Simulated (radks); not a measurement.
The numbers below are computed, except where a source is named.
All-electron atom: Ge V in [Ar] 3d10 (the NIST ground configuration). Level of theory: Dirac Kohn-Sham, PBEsol, spin-unpolarised, spherical densities, finite nucleus; Fermi nuclear charge, rms radius 4.0742 fm (a radial shooting solver on a logarithmic mesh with Libxc functionals). Some entries of the table are withheld. Estimate them.

orbital  occ.  eigenvalue (eV)  r(max) (bohr)  <1/r> (bohr^-1)
1s1/2       2        -10998.83        0.03074            32.37
2s1/2       2              (1)         0.1762            7.145
2p1/2       2        -1268.277         0.1392            7.109
2p3/2       4        -1236.430         0.1421            6.915
3s1/2       2        -217.1946            (2)            2.292
3p1/2       2        -167.3783         0.5377            2.167
3p3/2       4        -163.0931         0.5462            2.120
3d3/2       4         -78.3508         0.5007            1.813
3d5/2       6         -77.7516         0.5036            1.801

Answer. 
(1) 2s1/2 eigenvalue (eV): -1419.236
(2) 3s1/2 r(max) (bohr): 0.5429
